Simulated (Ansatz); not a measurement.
CH$_{4}$OS$_{2}$W (`[CH3][W]([OH])(=[S])=[S]`). The species carries charge 0 and has multiplicity 1. Correlated methods include outer-core shells of W, which these sets cover unevenly. W: def2 effective core potential.

Cartesian coordinates in Å:
```
C -1.234 0.224 -0.503
W 0.793 -0.069 -0.051
O 1.008 0.175 1.787
S 1.226 -2.032 -0.727
S 1.820 1.395 -1.196
H -1.523 1.232 -0.190
H -1.836 -0.517 0.031
H -1.417 0.122 -1.574
H 1.163 -0.530 2.422
```

Problem. Give the diagnostics of a CCSD(T)/def2-TZVPP run (frozen core, the Gaussian-basis code of Ansatz). (An estimate is asked.)

Solution. Ansatz gave: T1 = 0.0224, largest single amplitude 0.059, largest double 0.057, (T) share of the correlation energy 5.9 %, 14 CCSD cycles. The RHF solution is stable towards an unrestricted one. T1 lies over the customary mark of 0.02 for closed shells; compounds of d metals often pass it without a breakdown.
